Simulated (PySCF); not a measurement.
## `C(C)(C)c1ncc[nH]1`, C6H10N2

Geometry:
```csv
atom,x (Å),y (Å),z (Å)
C1,-1.553,1.145,-0.627
C2,-0.958,0.239,0.454
C3,-1.596,-1.152,0.413
C4,0.525,0.146,0.310
N5,1.397,0.532,1.203
C6,2.623,0.272,0.678
C7,2.493,-0.283,-0.560
N8,1.147,-0.360,-0.788
H9,-2.624,1.257,-0.474
H10,-1.393,0.726,-1.618
H11,-1.095,2.131,-0.590
H12,-1.143,0.686,1.435
H13,-1.438,-1.624,-0.555
H14,-1.167,-1.788,1.183
H15,-2.667,-1.077,0.584
H16,3.516,0.502,1.224
H17,3.215,-0.620,-1.275
H18,0.709,-0.726,-1.617
```

Computed with GIAO HF/pcSseg-1 magnetisability, rotational g tensor and spin-rotation constants, non-relativistic, gas phase (PySCF 2.14.0). Geometry: GFN2-xTB.

Question: Give the nuclear spin-rotation constants along the inertial axes (H = +C I·J) beside the isotropic shieldings.

Answer: Rotational constants 4.3830, 1.4272, 1.3995 GHz. A star marks the isotopologue with that one atom substituted, in its own axes.
```csv
atom,isotope,Caa (kHz),Cbb (kHz),Ccc (kHz),mean (kHz),σ (ppm)
N5,14N,1.107,0.264,0.039,0.470,-26.4
N8,14N,0.496,0.175,0.065,0.245,110.7
H9,1H,0.092,-0.162,-0.153,-0.074,30.8
H10,1H,-0.500,0.026,-0.160,-0.211,31.2
H11,1H,-0.370,-0.142,-0.021,-0.178,30.7
H12,1H,-0.425,0.046,-0.145,-0.174,29.0
H13,1H,-0.500,0.025,-0.159,-0.211,31.2
H14,1H,-0.369,-0.139,-0.024,-0.177,30.7
H15,1H,0.091,-0.162,-0.153,-0.074,30.8
H16,1H,0.252,-0.075,-0.143,0.011,24.9
H17,1H,-0.051,0.015,-0.153,-0.063,25.1
H18,1H,-0.299,0.073,-0.154,-0.127,24.3
C1,13C*,0.629,0.207,0.181,0.339,169.3
C2,13C*,0.624,0.204,0.221,0.350,164.2
C4,13C*,1.896,0.623,0.259,0.926,30.9
C6,13C*,2.010,0.446,0.215,0.890,58.4
C7,13C*,1.844,0.423,0.193,0.820,73.2
```
For the geometry as given, no vibrational averaging.

Question: How do the rotational constants and the g tensor change when H9, H10, H11, H12, H13, H14, H15, H16, H17, H18 are replaced by deuterium?

Answer: Constants 3.5024, 1.2015, 1.1900 GHz; g -0.0316, -0.0123, 0.0152, against -0.0393, -0.0146, 0.0181 before.
